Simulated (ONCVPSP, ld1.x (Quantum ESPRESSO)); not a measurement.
# Potentials for oxygen (O) compared

Generated with ld1.x 7.5 (TM, RRKJ, ultrasoft, PAW), atompaw 4.2 or ONCVPSP 4.0.1. The cutoff is in Ry: for ld1.x and atompaw files where the sum of valence levels is converged to 10 mRy in a Bessel basis, for ONCV files where the hardest occupied wave has 1 mHa per electron of residual kinetic energy. The error is the largest all-electron minus pseudo excitation energy over each file’s own four to seven test configurations (ionisations up to +4, promotions, holes and added fractions of an electron), all of which were solved. The labels leave out finer settings (local radius, basis sizes, second energies), which also bear on the numbers. Spin-polarised tests are not counted. The rows are a selection from randomly drawn settings: files with unsolved tests, undetermined cutoffs or missed reference levels are left out.

A true bound ghost makes a file unfit for plane-wave use even where its test errors are small: the radial tests pick states by their node count and pass the ghost by.

```csv
potential,cutoff (Ry),largest error (meV),bound ghosts
"PAW, PBE, non-relativistic, rc 0.80/1.15 (sp), local smoothed, core correction yes, reference 2s2 2p4",55,-22,none
"ONCV, PBE, scalar-relativistic, rc 0.75/1.50 (sp), local smoothed, core correction no, reference 2s2 2p4, qcut 7.2/8.2, projectors 2/2",278,+980,none
"ONCV, PBEsol, scalar-relativistic, rc 0.90/1.35 (sp), local s, core correction yes, reference 2s2 2p4, qcut 6.6/10.4, projectors 0/2",288,+484,none
"ONCV, PBE, scalar-relativistic, rc 0.65/2.10/1.90 (spd), local s, core correction yes, reference 2s2 2p3, qcut 8.6/6.7/6, projectors 0/1/3",86,+2068,none
```

(1) Fill in the row for O: ONCV, PBEsol, non-relativistic, rc 0.70/1.25/1.15 (spd), local smoothed, core correction yes, reference 2s2 2p4, qcut 10/13.5/7.7, projectors 3/3/3.

(2) Fill in the row for O: ONCV, PBEsol, scalar-relativistic, rc 0.75/1.10/1.15 (spd), local smoothed, core correction no, reference 2s1 2p5, qcut 10.2/15.8/8.3, projectors 2/2/2.

## Answers

(1) cutoff 96 Ry, largest error +210 meV, bound ghosts: s.

(2) cutoff 125 Ry, largest error +525 meV, bound ghosts: none.
